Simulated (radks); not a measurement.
Dispersion coefficients C6 (hartree bohr^6) between ground-configuration atoms and ions, from the Casimir-Polder integral (3/pi) of alpha_A(iw) alpha_B(iw). All-electron calculation, non-relativistic Kohn-Sham, LDA (Slater exchange, Perdew-Wang correlation), spin-polarised, spherical densities, point nucleus; open shells are filled with parallel spins first (spin-orbit coupling, left out, can overturn this in heavy ions). Program: a radial shooting solver on a logarithmic mesh with Libxc functionals. Response by self-consistent Sternheimer equations with the Hartree and adiabatic LDA kernel. For heavy and open-shell atoms this level of theory can miss by tens of per cent.

| C6 | V | Ca | Cl | Sr+ | Mn |
|---|---|---|---|---|---|
| V | 896.5 |  |  |  |  |
| Ca | 1319 | 1991 |  |  |  |
| Cl | 262.7 | 356.1 | 100.5 |  |  |
| Sr+ | 806.8 | 1205 | 229.6 | 735.7 |  |
| Mn | 753.7 | 1100 | 226.7 | 675.6 | 635.3 |

Static polarisabilities (bohr^3): V ([Ar] 3d3 4s2) 85.09, Ca ([Ar] 4s2) 148.6, Cl ([Ne] 3s2 3p5) 15.81, Sr+ ([Kr] 5s1) 87.65, Mn ([Ar] 3d5 4s2) 68.19. The combination rule 2 Ca Cb / ((alpha_b/alpha_a) Ca + (alpha_a/alpha_b) Cb) gives 673.0 for Sr+-Mn, against 675.6 from the integral.
